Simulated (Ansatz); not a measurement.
Frontier orbitals of C3H12AlP (`[CH3][Al-]([CH3])([CH3])[PH3+]`).

```tsv
atom	x (Å)	y (Å)	z (Å)
C1	0.929	1.548	1.084
Al2	-0.131	-0.010	0.492
C3	-2.078	0.222	0.252
C4	0.549	-1.817	0.913
P5	0.542	0.042	-2.029
H6	0.785	1.711	2.159
H7	0.636	2.477	0.586
H8	2.005	1.414	0.932
H9	-2.337	1.167	-0.237
H10	-2.536	-0.588	-0.325
H11	-2.577	0.230	1.229
H12	0.061	-2.603	0.328
H13	0.360	-2.051	1.968
H14	1.629	-1.912	0.762
H15	1.438	1.028	-2.494
H16	1.180	-1.076	-2.608
H17	-0.454	0.218	-3.014
```

Total charge 0; spin multiplicity 1. The structure was optimised at the PBE0-D4/def2-TZVP level. It is one conformer, not always the lowest. Basis def2-TZVPP, the Gaussian-basis code of Ansatz.

```tsv
functional	HOMO (eV)	LUMO (eV)
LC-ωPBE	-9.77	2.04
```

(1) Give HOMO and LUMO (eV) with LDA (SPW92), PBE, revPBE, BLYP, r2SCAN, B97M-V, PBE0, B3LYP, r2SCANh, r2SCAN0, HSE06 (plane-wave form), BHLYP, CAM-B3LYP, ωB97X-V, ωB97M-V, HF. (Estimate.)

## Answers

(1) Computed: 
```csv
functional,HOMO,LUMO
LDA (SPW92),-5.90,-1.24
PBE,-5.78,-1.10
revPBE,-5.72,-1.04
BLYP,-5.66,-0.99
r2SCAN,-6.02,-0.85
B97M-V,-6.12,-1.02
PBE0,-7.03,-0.21
B3LYP,-6.82,-0.44
r2SCANh,-6.49,-0.53
r2SCAN0,-7.20,-0.06
HSE06 (plane-wave form),-6.62,-0.59
BHLYP,-8.21,0.73
CAM-B3LYP,-8.41,0.86
ωB97X-V,-9.41,1.87
ωB97M-V,-9.29,1.63
HF,-10.07,2.88
```

B3LYP here is the variant with VWN-RPA as its local correlation; programs differ in this. LC-ωPBE has ω = 0.4 bohr⁻¹. Positive LUMOs are unbound and depend on the basis.
